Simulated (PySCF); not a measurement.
TaOCl₃, SMILES [O]=[Ta]([Cl])([Cl])[Cl], multiplicity 1.

Geometry: r2SCAN-D4/def2-SVP. The multiplicity is an assumed one; no other spin state was optimised. The isomer is the one that the SMILES or the coordinates give; other isomers of the formula were not compared. The def2 effective core potentials stand for the cores of Ta; spin–orbit coupling is left out.

All values below come from ωB97X/def2-TZVP (PySCF).

Symmetry labels are those of the subgroup Cs that the program uses (full group C3v).

List the valence orbital energies around the gap with their symmetry. (Estimate from the structure and the level; the computed values follow.)


| orbital | symmetry | energy (eV) |
|---|---|---|
| HOMO−7 | A' | -13.99 |
| HOMO−6 | A" | -13.99 |
| HOMO−5 | A" | -13.12 |
| HOMO−4 | A' | -13.12 |
| HOMO−3 | A' | -12.68 |
| HOMO−2 | A" | -12.38 |
| HOMO−1 | A" | -12.19 |
| HOMO | A' | -12.19 |
| LUMO | A' | -0.84 |
| LUMO+1 | A" | -0.84 |
| LUMO+2 | A' | 0.97 |
| LUMO+3 | A' | 0.98 |
